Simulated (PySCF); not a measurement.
**Shapes and spin states of CuO(OH)2**

Computed with PBE0/[Cu def2-TZVP, O def2-TZVP, H def2-TZVP], no relativity, density fitting, PySCF.

Relaxations began from a few typed shapes and spin states; open shells are unrestricted. The search is not exhaustive: other isomers or separated fragments can lie lower, and high-lying points may rest on an excited occupation.

Problem. Which is the lowest minimum found?
A. quartet Cs: Cu–O 1.736 Å, Cu–O 1.785 Å, Cu–O 1.798 Å, O–H 0.961 Å, O–H 0.964 Å; Cu–O–H 110.9°, Cu–O–H 120.6°, O–Cu–O 114.8° (×2), O–Cu–O 130.5°
B. doublet C2: Cu–O 1.740 Å, Cu–O 1.743 Å (×2), O–H 0.961 Å (×2); Cu–O–H 116.5° (×2), O–Cu–O 99.0° (×2), O–Cu–O 162.0°
C. doublet Cs: Cu–O 1.734 Å, Cu–O 1.739 Å, Cu–O 1.772 Å, O–H 0.960 Å, O–H 0.967 Å; Cu–O–H 103.6°, Cu–O–H 118.3°, O–Cu–O 95.8°, O–Cu–O 100.4°, O–Cu–O 163.8°
D. quartet Cs: Cu–O 1.757 Å, Cu–O 1.771 Å (×2), O–H 0.963 Å (×2); Cu–O–H 114.6° (×2), O–Cu–O 118.3° (×2), O–Cu–O 123.3°
E. quartet C2: Cu–O 1.753 Å, Cu–O 1.773 Å (×2), O–H 0.964 Å (×2); Cu–O–H 113.3° (×2), O–Cu–O 118.9° (×2), O–Cu–O 122.3°

Solution. B. The others lie at 8.3 (doublet Cs), 12.6 (quartet Cs), 13.2 (quartet C2), 40.0 (quartet Cs, a saddle point) kJ/mol above it.

For the lowest minimum: other spin states or occupations of the open shell can lie lower.
